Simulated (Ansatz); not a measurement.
Cartesian coordinates (Å):
```xyz
8

C      0.0973    -0.7402    -0.1097
C     -1.1531     0.0356     0.0093
N     -1.0142     1.3042     0.1543
S      0.6288     1.6630     0.1574
C      1.1896     0.1137    -0.0363
H      0.1515    -1.8155    -0.2362
H     -2.1472    -0.4020    -0.0184
H      2.2410    -0.1390    -0.0903
```
Charge +1, spin multiplicity 2.

The numbers are results of frozen-core CCSD(T)/cc-pVTZ // PBE0-D4/def2-TZVP run with Ansatz (a quantum-chemistry and plane-wave program), not measurements.

```
Item                           Result
----------------------  -------------
HF energy               -567.07563 Ha
MP2 correlation energy    -0.78014 Ha
```

Task: Estimate the CCSD correlation energy, the (T) correction, the total energy and the T1 diagnostic.

Result: 
```json
{
 "CCSD correlation energy": "-0.81914 Ha",
 "(T) correction": "-0.04531 Ha",
 "CCSD(T) total energy": "-567.94008 Ha",
 "T1 diagnostic": "0.032"
}
```
